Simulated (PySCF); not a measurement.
CH9FOSi3, SMILES C[SiH2]O[Si@H](F)[SiH3].

The structure is a stationary point at PBE0-D3(BJ)/def2-SVP. The structure was generated by enumeration; whether it is a known compound was not checked. One conformer was computed; it need not be the lowest.

Calculation: PBE0-D3(BJ)/def2-SVP (PySCF).

Frequencies are harmonic and unscaled.

Computed harmonic wavenumbers and intensities:
```json
[
 {"mode": "1", "ν (cm⁻¹)": "13", "IR (km/mol)": "0.7", "moving atoms (share of kinetic energy)": "C 32 %, Si 26 %, H 25 %, F 11 %"},
 {"mode": "2", "ν (cm⁻¹)": "38", "IR (km/mol)": "0.9", "moving atoms (share of kinetic energy)": "H 27 %, C 23 %, Si 22 %, F 16 %, O 12 %"},
 {"mode": "3", "ν (cm⁻¹)": "71", "IR (km/mol)": "1.1", "moving atoms (share of kinetic energy)": "Si 35 %, H 24 %, F 18 %, O 14 %, C 10 %"},
 {"mode": "4", "ν (cm⁻¹)": "97", "IR (km/mol)": "0.1", "moving atoms (share of kinetic energy)": "H 92 %"},
 {"mode": "5", "ν (cm⁻¹)": "130", "IR (km/mol)": "1.1", "moving atoms (share of kinetic energy)": "F 25 %, Si 25 %, H 25 %, O 22 %"},
 {"mode": "6", "ν (cm⁻¹)": "166", "IR (km/mol)": "0.4", "moving atoms (share of kinetic energy)": "H 81 %, Si 10 %"},
 {"mode": "7", "ν (cm⁻¹)": "189", "IR (km/mol)": "8.0", "moving atoms (share of kinetic energy)": "Si 33 %, F 29 %, H 23 %"},
 {"mode": "8", "ν (cm⁻¹)": "231", "IR (km/mol)": "16.4", "moving atoms (share of kinetic energy)": "Si 30 %, H 27 %, O 23 %, C 12 %, F 9 %"},
 {"mode": "9", "ν (cm⁻¹)": "346", "IR (km/mol)": "26.6", "moving atoms (share of kinetic energy)": "O 43 %, Si 24 %, F 18 %, H 15 %"},
 {"mode": "10", "ν (cm⁻¹)": "422", "IR (km/mol)": "2.5", "moving atoms (share of kinetic energy)": "Si 59 %, H 22 %, O 11 %"},
 {"mode": "11", "ν (cm⁻¹)": "498", "IR (km/mol)": "3.7", "moving atoms (share of kinetic energy)": "H 90 %, Si 10 %"},
 {"mode": "12", "ν (cm⁻¹)": "504", "IR (km/mol)": "19.9", "moving atoms (share of kinetic energy)": "H 84 %, Si 12 %"},
 {"mode": "13", "ν (cm⁻¹)": "532", "IR (km/mol)": "29.7", "moving atoms (share of kinetic energy)": "H 60 %, Si 37 %"},
 {"mode": "14", "ν (cm⁻¹)": "604", "IR (km/mol)": "4.2", "moving atoms (share of kinetic energy)": "Si 54 %, H 23 %, O 15 %"},
 {"mode": "15", "ν (cm⁻¹)": "702", "IR (km/mol)": "0.6", "moving atoms (share of kinetic energy)": "H 48 %, C 33 %, Si 18 %"},
 {"mode": "16", "ν (cm⁻¹)": "741", "IR (km/mol)": "20.1", "moving atoms (share of kinetic energy)": "H 82 %, Si 9 %"},
 {"mode": "17", "ν (cm⁻¹)": "765", "IR (km/mol)": "40.0", "moving atoms (share of kinetic energy)": "H 54 %, C 24 %, Si 19 %"},
 {"mode": "18", "ν (cm⁻¹)": "805", "IR (km/mol)": "512.0", "moving atoms (share of kinetic energy)": "H 85 %, Si 12 %"},
 {"mode": "19", "ν (cm⁻¹)": "818", "IR (km/mol)": "52.8", "moving atoms (share of kinetic energy)": "H 71 %, F 23 %"},
 {"mode": "20", "ν (cm⁻¹)": "876", "IR (km/mol)": "50.8", "moving atoms (share of kinetic energy)": "H 66 %, Si 17 %, F 10 %"},
 {"mode": "21", "ν (cm⁻¹)": "881", "IR (km/mol)": "57.6", "moving atoms (share of kinetic energy)": "H 73 %, C 13 %, Si 10 %"},
 {"mode": "22", "ν (cm⁻¹)": "899", "IR (km/mol)": "34.2", "moving atoms (share of kinetic energy)": "H 52 %, Si 28 %, F 19 %"},
 {"mode": "23", "ν (cm⁻¹)": "927", "IR (km/mol)": "85.5", "moving atoms (share of kinetic energy)": "H 95 %"},
 {"mode": "24", "ν (cm⁻¹)": "931", "IR (km/mol)": "22.1", "moving atoms (share of kinetic energy)": "H 97 %"},
 {"mode": "25", "ν (cm⁻¹)": "949", "IR (km/mol)": "290.9", "moving atoms (share of kinetic energy)": "H 75 %, Si 17 %"},
 {"mode": "26", "ν (cm⁻¹)": "969", "IR (km/mol)": "178.3", "moving atoms (share of kinetic energy)": "H 88 %, Si 9 %"},
 {"mode": "27", "ν (cm⁻¹)": "1089", "IR (km/mol)": "439.9", "moving atoms (share of kinetic energy)": "O 74 %, Si 19 %"},
 {"mode": "28", "ν (cm⁻¹)": "1268", "IR (km/mol)": "41.7", "moving atoms (share of kinetic energy)": "H 77 %, C 22 %"},
 {"mode": "29", "ν (cm⁻¹)": "1423", "IR (km/mol)": "4.7", "moving atoms (share of kinetic energy)": "H 96 %"},
 {"mode": "30", "ν (cm⁻¹)": "1430", "IR (km/mol)": "4.4", "moving atoms (share of kinetic energy)": "H 96 %"},
 {"mode": "31", "ν (cm⁻¹)": "2218", "IR (km/mol)": "51.4", "moving atoms (share of kinetic energy)": "H 97 %"},
 {"mode": "32", "ν (cm⁻¹)": "2222", "IR (km/mol)": "111.4", "moving atoms (share of kinetic energy)": "H 98 %"},
 {"mode": "33", "ν (cm⁻¹)": "2233", "IR (km/mol)": "70.4", "moving atoms (share of kinetic energy)": "H 96 %"},
 {"mode": "34", "ν (cm⁻¹)": "2235", "IR (km/mol)": "81.8", "moving atoms (share of kinetic energy)": "H 96 %"},
 {"mode": "35", "ν (cm⁻¹)": "2254", "IR (km/mol)": "132.5", "moving atoms (share of kinetic energy)": "H 97 %"},
 {"mode": "36", "ν (cm⁻¹)": "2265", "IR (km/mol)": "159.1", "moving atoms (share of kinetic energy)": "H 97 %"},
 {"mode": "37", "ν (cm⁻¹)": "3059", "IR (km/mol)": "0.5", "moving atoms (share of kinetic energy)": "H 97 %"},
 {"mode": "38", "ν (cm⁻¹)": "3168", "IR (km/mol)": "1.8", "moving atoms (share of kinetic energy)": "H 91 %, C 9 %"},
 {"mode": "39", "ν (cm⁻¹)": "3170", "IR (km/mol)": "0.7", "moving atoms (share of kinetic energy)": "H 91 %, C 9 %"}
]
```
